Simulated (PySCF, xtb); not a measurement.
C3H9N, SMILES C(NC)C. The values are those of a single conformer.

Harmonic wavenumbers (cm⁻¹) from GFN2-xTB (xtb) at its own minimum, in rising order: 113, 206, 251, 277, 446, 813, 845, 917, 1036, 1070, 1087, 1154, 1179, 1213, 1262, 1339, 1406, 1409, 1422, 1489, 1492, 1497, 1502, 1503, 2787, 2841, 2946, 2998, 3021, 3026, 3043, 3052, 3347.

Task: What does PySCF with B3LYP-D3(BJ)/def2-SVP give at its own minimum? (The exact figures need the calculation; the answer reports its results.)

Result: 125, 231, 272, 286, 455, 758, 818, 894, 1038, 1056, 1108, 1164, 1197, 1236, 1296, 1371, 1405, 1443, 1458, 1463, 1474, 1479, 1504, 1506, 2892, 2916, 3024, 3029, 3047, 3102, 3103, 3125, 3510. Paired by order, the mean absolute difference is 35 cm⁻¹ and the zero-point energies are 74.3 and 75.5 kcal/mol.
